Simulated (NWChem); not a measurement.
AlHICl; SMILES [Cl][AlH][I]

```xyz
4

Al     0.8464     1.0940     0.0000
Cl    -0.4552     2.7376     0.0000
H      2.3995     1.3228     0.0000
I     -0.1069    -1.1714     0.0000
```
Atoms are numbered in this order, from 1.

All runs: NWChem. Pople sets run with spherical d functions. Structure relaxed at the PBE0/def2-SVP (def2 core potentials past Kr) level.

For level B3LYP/6-311G**, non-relativistic:

```
Item              Result
----------------  ------
orbital gap (eV)    5.82
dipole (D)          1.22
```

### Question
Estimate the same quantities for level B3LYP/3-21G, non-relativistic.

### Answer
orbital gap (eV): 5.58
dipole (D): 1.63
